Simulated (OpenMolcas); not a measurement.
# Ru5+ in a point-charge field

Ru5+ among 4 point charges of -1.5 e arranged as a tetrahedron (Td), 1.99 Å from the ion.

| Item | Value |
| --- | --- |
| Program | OpenMolcas 26.06 |
| Method | CASSCF |
| Basis | ANO-RCC-VDZP [6s5p3d1f] |
| Scalar Hamiltonian | DKH2, point nucleus |
| Active space | 3 electrons in 5 orbitals (4d) |
| State averaging | 2S+1 = 4 even, 10 roots; 2S+1 = 2 even, 40 roots |
| Spin-orbit coupling | RASSI with atomic mean-field integrals over the reference wave functions |

The lowest spin-free states (labels of Td), above the lowest:

```
State  Degeneracy  E (cm-1)  Free-ion L (%)
  4T1           3       0.0         F (100)
  4T2           3      1651         F (100)
  4A2           1      3672         F (100)
   2E           2     16267          G (82)
  4T1           3     16278         P (100)
  2T2           3     16933          G (97)
  2T1           3     17216          G (91)
  2A1           1     17929         G (100)
  2T1           3     21598          P (66)
  2T1           3     22246          H (95)
  2T2           3     22383          H (87)
   2E           2     22817          H (87)
  2T1           3     23981          H (63)
   2E           2     24858          D (93)
  2T2           3     25147          D (86)
  2T1           3     37283          F (99)
  2T2           3     37371         F (100)
  2A2           1     37761         F (100)
  2T2           3     58499          D (99)
   2E           2     58768         D (100)
```

The lowest levels with spin-orbit coupling:

```json
{"E (cm-1)": "0.0", "Degeneracy": "4", "Label": "Γ8", "2S+1": "4", "g": ""}
{"E (cm-1)": "1023", "Degeneracy": "2", "Label": "Γ7", "2S+1": "4", "g": "1.96 1.96 1.96"}
{"E (cm-1)": "1952", "Degeneracy": "4", "Label": "Γ8", "2S+1": "4", "g": ""}
{"E (cm-1)": "3491", "Degeneracy": "2", "Label": "Γ6", "2S+1": "4", "g": "0.45 0.45 0.45"}
{"E (cm-1)": "3637", "Degeneracy": "4", "Label": "Γ8", "2S+1": "4", "g": ""}
{"E (cm-1)": "3731", "Degeneracy": "2", "Label": "Γ7", "2S+1": "4", "g": "3.94 3.94 3.94"}
{"E (cm-1)": "4983", "Degeneracy": "2", "Label": "Γ6", "2S+1": "4", "g": "2.44 2.44 2.44"}
{"E (cm-1)": "5413", "Degeneracy": "4", "Label": "Γ8", "2S+1": "4", "g": ""}
{"E (cm-1)": "7029", "Degeneracy": "4", "Label": "Γ8", "2S+1": "4", "g": ""}
{"E (cm-1)": "16972", "Degeneracy": "4", "Label": "Γ8", "2S+1": "4 (74 %)", "g": ""}
{"E (cm-1)": "17111", "Degeneracy": "2", "Label": "Γ6", "2S+1": "4", "g": "2.53 2.53 2.53"}
{"E (cm-1)": "17999", "Degeneracy": "4", "Label": "Γ8", "2S+1": "2 (90 %)", "g": ""}
{"E (cm-1)": "18386", "Degeneracy": "2", "Label": "Γ7", "2S+1": "2", "g": "2.56 2.56 2.56"}
{"E (cm-1)": "18761", "Degeneracy": "2", "Label": "Γ6", "2S+1": "2", "g": "0.90 0.90 0.90"}
{"E (cm-1)": "19291", "Degeneracy": "4", "Label": "Γ8", "2S+1": "2 (55 %)", "g": ""}
{"E (cm-1)": "19338", "Degeneracy": "2", "Label": "Γ7", "2S+1": "4", "g": "2.61 2.61 2.61"}
{"E (cm-1)": "19384", "Degeneracy": "4", "Label": "Γ8", "2S+1": "4 (56 %)", "g": ""}
{"E (cm-1)": "19984", "Degeneracy": "2", "Label": "Γ6", "2S+1": "2", "g": "2.68 2.68 2.68"}
{"E (cm-1)": "20314", "Degeneracy": "4", "Label": "Γ8", "2S+1": "2", "g": ""}
{"E (cm-1)": "23872", "Degeneracy": "4", "Label": "Γ8", "2S+1": "2 (87 %)", "g": ""}
```

Powder χT (cm3 K/mol): 0.0919 at 2 K, 0.0948 at 10 K, 0.109 at 50 K, 0.128 at 100 K, 0.164 at 200 K, 0.203 at 300 K. The effective moment at 300 K is 2.828 √(χT) = 1.27 μB.

The lowest level has 2S+1 = 4, for which the spin-only value is χT = S(S+1) / 2 = 1.875 cm3 K/mol (g = 2). The computed 0.203 at 300 K differs by -1.672, through orbital momentum, spin-orbit coupling and any other state in reach. With a threefold ground state the orbital momentum is unquenched, so the spin-only value is not expected to hold.

A least-squares ligand-field fit to the states below 45000 cm-1, each weighted by its degeneracy and with a free common offset, gives 10Dq = -2047 cm-1 (negative for this site), B = 994 cm-1 and C = 4084 cm-1 (C/B = 4.11), with an rms deviation of 25 cm-1.

An orbital triplet at a regular site is open to Jahn-Teller coupling, which can distort the site and quench the lowest spin-orbit gaps and is left out. Without dynamic correlation the repulsion within the d shell is too large (B by tens of per cent), so at a given field states of lower spin stand too high. Point charges give a weaker field than real ligands, and real ions of this kind are as a rule low spin; the high spin found here belongs to the model. The ground term spreads over less than 5000 cm-1, several times less than with real ligands, so orbital moments are less quenched and χT lies further from the spin-only value than at real sites. This is an electrostatic model: the charges have no orbitals. No measured value stands beside these numbers.
